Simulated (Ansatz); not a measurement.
Ansatz (a program for electronic structure) input (B3LYP-D3(BJ)/def2-TZVP):

Ansatz 0.2 input:
```yaml
crystal:
  periodic: [false, false, false]
  atoms:
    - {symbol: Be, position_ang: [-0.00000000, -0.00000000, -0.95051621]}
    - {symbol: F, position_ang: [0.00000000, 0.00000000, 0.42245165]}
basis:
  gaussian:
    orbitals: def2-TZVP
hamiltonian:
  xc: b3lyp
  dispersion: d3bj
magnetization: {spin_polarized: true, initial_magnetization: 1}
phonons: {temperatures: {t_min: 298.15, t_max: 298.15, t_step: 100}}
```

Output:

```
Functional definition: B3LYP
integrals: 0.00 GiB planned
297 factors; their error is unknown
mean field: 0.10 GiB planned
mean field evaluation 1: about -3117.4885 eV, gradient 2.9e1 eV
mean field evaluation 2: about -3107.3880 eV, gradient 6.5e1 eV
mean field evaluation 4: about -3120.0752 eV, gradient 4.6e-1 eV
mean field evaluation 8: about -3120.0845 eV, gradient 3.7e-3 eV
mean field -3120.08446591 eV, -114.6609892531 hartree, gradient 2.0e-5 eV, S^2 0.750550; 0 other end points of the search recorded, 0 dependent functions left out
the calculation of the forces begins
reference -3120.08466237 eV, -114.6609964728 hartree; 7, 6 occupied and 43, 44 virtual orbitals, 297 factors
these checks for a lower state are left out or cut short: stability, starts, cluster_reference, orbital_swaps, neighbouring_geometries, increment
integrals: 0.00 GiB planned
297 factors; their error is unknown
mean field: 0.10 GiB planned
mean field evaluation 16: about -3120.0844 eV, gradient 5.9e-2 eV
mean field -3120.08446591 eV, -114.6609892531 hartree, gradient 2.0e-7 eV, S^2 0.750550; 0 other end points of the search recorded, 0 dependent functions left out
the calculation of the forces begins
reference -3120.08466237 eV, -114.6609964728 hartree; 7, 6 occupied and 43, 44 virtual orbitals, 297 factors
these checks for a lower state are left out or cut short: stability, starts, cluster_reference, orbital_swaps, neighbouring_geometries, increment
integrals: 0.00 GiB planned
297 factors; their error is unknown
mean field: 0.10 GiB planned
mean field -3120.08446591 eV, -114.6609892531 hartree, gradient 2.0e-7 eV, S^2 0.750550; 0 other end points of the search recorded, 0 dependent functions left out
the calculation of the forces begins
reference -3120.08466237 eV, -114.6609964728 hartree; 7, 6 occupied and 43, 44 virtual orbitals, 297 factors
these checks for a lower state are left out or cut short: stability, starts, cluster_reference, orbital_swaps, neighbouring_geometries, increment
integrals: 0.00 GiB planned
297 factors; their error is unknown
mean field: 0.10 GiB planned
mean field evaluation 32: about -3120.0845 eV, gradient 7.9e-5 eV
mean field -3120.08446591 eV, -114.6609892531 hartree, gradient 2.0e-7 eV, S^2 0.750550; 0 other end points of the search recorded, 0 dependent functions left out
the calculation of the forces begins
reference -3120.08466237 eV, -114.6609964728 hartree; 7, 6 occupied and 43, 44 virtual orbitals, 297 factors
these checks for a lower state are left out or cut short: stability, starts, cluster_reference, orbital_swaps, neighbouring_geometries, increment
integrals: 0.00 GiB planned
297 factors; their error is unknown
mean field: 0.10 GiB planned
mean field -3120.08446591 eV, -114.6609892531 hartree, gradient 2.0e-7 eV, S^2 0.750550; 0 other end points of the search recorded, 0 dependent functions left out
the calculation of the forces begins
reference -3120.08466237 eV, -114.6609964728 hartree; 7, 6 occupied and 43, 44 virtual orbitals, 297 factors
these checks for a lower state are left out or cut short: stability, starts, cluster_reference, orbital_swaps, neighbouring_geometries, increment
integrals: 0.00 GiB planned
297 factors; their error is unknown
mean field: 0.10 GiB planned
mean field -3120.08435929 eV, -114.6609853348 hartree, gradient 1.2e-6 eV, S^2 0.750550; 0 other end points of the search recorded, 0 dependent functions left out
the calculation of the forces begins
reference -3120.08455577 eV, -114.6609925552 hartree; 7, 6 occupied and 43, 44 virtual orbitals, 297 factors
these checks for a lower state are left out or cut short: stability, starts, cluster_reference, orbital_swaps, neighbouring_geometries, increment
integrals: 0.00 GiB planned
297 factors; their error is unknown
mean field: 0.10 GiB planned
mean field -3120.08436132 eV, -114.6609854093 hartree, gradient 1.5e-6 eV, S^2 0.750549; 0 other end points of the search recorded, 0 dependent functions left out
the calculation of the forces begins
reference -3120.08455775 eV, -114.6609926282 hartree; 7, 6 occupied and 43, 44 virtual orbitals, 297 factors
these checks for a lower state are left out or cut short: stability, starts, cluster_reference, orbital_swaps, neighbouring_geometries, increment
integrals: 0.00 GiB planned
297 factors; their error is unknown
mean field: 0.10 GiB planned
mean field -3120.08446591 eV, -114.6609892531 hartree, gradient 2.0e-7 eV, S^2 0.750550; 0 other end points of the search recorded, 0 dependent functions left out
the calculation of the forces begins
reference -3120.08466237 eV, -114.6609964728 hartree; 7, 6 occupied and 43, 44 virtual orbitals, 297 factors
these checks for a lower state are left out or cut short: stability, starts, cluster_reference, orbital_swaps, neighbouring_geometries, increment
integrals: 0.00 GiB planned
297 factors; their error is unknown
mean field: 0.10 GiB planned
mean field evaluation 64: about -3120.0761 eV, gradient 7.3e-2 eV
mean field -3120.08446591 eV, -114.6609892531 hartree, gradient 2.0e-7 eV, S^2 0.750550; 0 other end points of the search recorded, 0 dependent functions left out
the calculation of the forces begins
reference -3120.08466237 eV, -114.6609964728 hartree; 7, 6 occupied and 43, 44 virtual orbitals, 297 factors
these checks for a lower state are left out or cut short: stability, starts, cluster_reference, orbital_swaps, neighbouring_geometries, increment
integrals: 0.00 GiB planned
297 factors; their error is unknown
mean field: 0.10 GiB planned
mean field -3120.08446591 eV, -114.6609892531 hartree, gradient 2.0e-7 eV, S^2 0.750550; 0 other end points of the search recorded, 0 dependent functions left out
the calculation of the forces begins
reference -3120.08466237 eV, -114.6609964728 hartree; 7, 6 occupied and 43, 44 virtual orbitals, 297 factors
these checks for a lower state are left out or cut short: stability, starts, cluster_reference, orbital_swaps, neighbouring_geometries, increment
integrals: 0.00 GiB planned
297 factors; their error is unknown
mean field: 0.10 GiB planned
mean field -3120.08446591 eV, -114.6609892531 hartree, gradient 2.0e-7 eV, S^2 0.750550; 0 other end points of the search recorded, 0 dependent functions left out
the calculation of the forces begins
reference -3120.08466237 eV, -114.6609964728 hartree; 7, 6 occupied and 43, 44 virtual orbitals, 297 factors
these checks for a lower state are left out or cut short: stability, starts, cluster_reference, orbital_swaps, neighbouring_geometries, increment
integrals: 0.00 GiB planned
297 factors; their error is unknown
mean field: 0.10 GiB planned
mean field -3120.08436132 eV, -114.6609854093 hartree, gradient 1.5e-6 eV, S^2 0.750549; 0 other end points of the search recorded, 0 dependent functions left out
the calculation of the forces begins
reference -3120.08455775 eV, -114.6609926282 hartree; 7, 6 occupied and 43, 44 virtual orbitals, 297 factors
these checks for a lower state are left out or cut short: stability, starts, cluster_reference, orbital_swaps, neighbouring_geometries, increment
integrals: 0.00 GiB planned
297 factors; their error is unknown
mean field: 0.10 GiB planned
mean field evaluation 96: about -3120.0844 eV, gradient 1.2e-6 eV
mean field -3120.08435929 eV, -114.6609853348 hartree, gradient 1.2e-6 eV, S^2 0.750550; 0 other end points of the search recorded, 0 dependent functions left out
the calculation of the forces begins
reference -3120.08455577 eV, -114.6609925552 hartree; 7, 6 occupied and 43, 44 virtual orbitals, 297 factors
Total energy: -3120.10312759 eV, -114.6616750572 hartree
Atom 0 at    -0.000000    -0.000000    -0.950516 Å, force    -0.000000    -0.000000    -0.000024 eV/Å
Atom 1 at     0.000000     0.000000     0.422452 Å, force     0.000000     0.000000     0.000024 eV/Å
Dipole moment:    -0.000000    -0.000000    -0.253511 e Å
Vibrations: 1226.17 cm⁻¹, zero-point energy 0.076013 eV
```
